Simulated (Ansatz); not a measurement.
C5H13AlO, charge +1, doublet, at a GFN2-xTB geometry (such geometries of metal compounds can be far from the true shape) (a state made from the parent by changing its charge; the spin is typed, not shown lowest). Base run: CAM-B3LYP/STO-3G in Ansatz (a quantum-chemistry and plane-wave program).

Ansatz was given this input:
Ansatz 0.2 input:
```yaml
crystal:
  periodic: [false, false, false]
  atoms:
    - {symbol: Al, position_ang: [-0.16405891, 0.41462396, 1.21374333]}
    - {symbol: C, position_ang: [-0.77407938, -0.68794383, 2.78497250]}
    - {symbol: H, position_ang: [-1.75005333, -1.12391614, 2.56144913]}
    - {symbol: H, position_ang: [-0.83493762, -0.02109000, 3.64672968]}
    - {symbol: H, position_ang: [-0.05094751, -1.48693930, 2.96192114]}
    - {symbol: C, position_ang: [0.23323184, 2.39227781, 1.24718761]}
    - {symbol: H, position_ang: [1.28123573, 2.54742900, 0.98274498]}
    - {symbol: H, position_ang: [0.03146029, 2.74684853, 2.25885938]}
    - {symbol: H, position_ang: [-0.40635171, 2.90019807, 0.52280828]}
    - {symbol: O, position_ang: [0.02878552, -0.35615266, -0.21783900]}
    - {symbol: C, position_ang: [0.19920278, -0.95862093, -1.46265153]}
    - {symbol: C, position_ang: [1.55809462, -0.59380612, -2.05383513]}
    - {symbol: C, position_ang: [-0.96369513, -0.63525256, -2.38925804]}
    - {symbol: H, position_ang: [0.19977123, -2.05085882, -1.28861958]}
    - {symbol: H, position_ang: [1.58854442, 0.47526647, -2.25564490]}
    - {symbol: H, position_ang: [1.71951567, -1.13797329, -2.97896030]}
    - {symbol: H, position_ang: [2.35739457, -0.83723598, -1.35711912]}
    - {symbol: H, position_ang: [-1.90956724, -0.91294720, -1.92879831]}
    - {symbol: H, position_ang: [-0.98355353, 0.43387803, -2.59396879]}
    - {symbol: H, position_ang: [-0.85655770, -1.17347594, -3.32584534]}
basis:
  gaussian:
    orbitals: STO-3G
hamiltonian:
  xc: cam_b3lyp
total_charge: 1
magnetization: {spin_polarized: true, initial_magnetization: 1}
```

The base run was repeated with changes; each row names its change, and settings that it needs were set with it.

```tsv
change	ΔE vs base (kcal/mol)
base	0.000
fitting.mean_field = cc-pVTZ-JKFIT	-0.210
lower_state_search = light	0.000
accuracy = high	-0.002
lower_state_search = off	0.000
point_charge = charge:-1.0 position_ang:0.9657, 6.8506, -0.5089	-47.34
final_grid = 10, 20, 41	0.000
point_charge = charge:0.5 position_ang:4.8242, 4.8617, -1.3094	22.85
final_grid = 4, 8, 17	-0.102
forces = on	0.000
nuclear_model = gaussian	0.063
```
